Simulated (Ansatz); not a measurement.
A nudged elastic band was laid between two geometries of BH4NO + H2S (10 atoms, charge 0, multiplicity 1).

All numbers below come from RKS PBE-D4/6-31G* in Ansatz 0.2.0.

- movable images: 5
- climbing image: yes
- spring: 5.0 eV/Å²
- optimiser: quadratic models (default)
- start path: through a guess of the saddle point
- force threshold: 0.05 eV/Å
- iteration limit: 60
- end points: relaxed

Image 0:

```xyz
10
Properties=species:S:1:pos:R:3
B 0.001 -0.595 -0.369
H 0.102 -1.227 0.659
O 1.042 -0.459 -1.262
H 1.840 -0.906 -0.928
N -1.222 0.067 -0.662
H -2.076 -0.128 -0.147
H -1.383 0.509 -1.568
S -0.925 3.014 1.282
H -0.936 1.898 0.481
H -0.609 2.285 2.384
```

Image 6:

```xyz
10
Properties=species:S:1:pos:R:3
B 0.187 0.695 -0.712
H -1.240 -0.002 2.837
O 1.351 0.171 -1.238
H 1.227 -0.738 -1.571
N -1.038 -0.021 -0.611
H -1.145 -0.993 -0.894
H -1.906 0.395 -0.285
S 0.362 2.444 -0.131
H -0.895 2.568 0.370
H -1.069 -0.059 2.106
```

Question: What changes between the two ends?

Answer: Bonds broken: B1–H2, S8–H10. Bonds formed: B1–S8, H2–H10. BH4NO + H2S becomes BH4NOS + H2.

Question: What energy profile does the band end with?

Answer: The run converged. The highest image is number 3 of 0 to 6, 1.76 eV above the first end and 1.99 eV above the last; the last end lies 0.23 eV below the first. Neighbouring images differ by up to 1.6 eV, so the band resolves the path poorly. A vibrational analysis at the climbing image gives 2 clearly imaginary modes (840i, 166i cm⁻¹): a point of higher order, so a lower path passes nearby. The orbitals stay closed-shell, which can raise the energy where a bond breaks towards radicals; this wasn't checked here.

```tsv
image	path coordinate (Å)	energy (eV)	B1–H2 (Å)	S8–H10 (Å)	B1–S8 (Å)
0	0.00	0.00	1.21	1.36	4.08
1	1.31	0.02	1.21	1.36	3.63
2	2.63	0.36	1.22	1.37	3.07
3	3.93	1.76	1.38	1.71	2.14
4	5.46	0.16	2.44	2.63	1.86
5	6.97	-0.21	3.53	3.14	1.85
6	8.48	-0.23	3.89	3.65	1.85
```

Question: What is the geometry of the highest image?

Answer: 
```xyz
10
Properties=species:S:1:pos:R:3
B -0.104 0.322 -0.032
H -0.261 -0.284 1.197
O 1.187 0.136 -0.548
H 1.220 -0.753 -0.956
N -1.371 0.044 -0.687
H -2.005 -0.674 -0.346
H -1.427 0.171 -1.696
S 0.058 2.299 0.780
H -1.288 2.485 0.784
H -0.176 0.712 1.376
```

Time of the run: 2.6 min on 1 thread of Arm Neoverse V2 (shared host), peak memory 0.12 GiB.
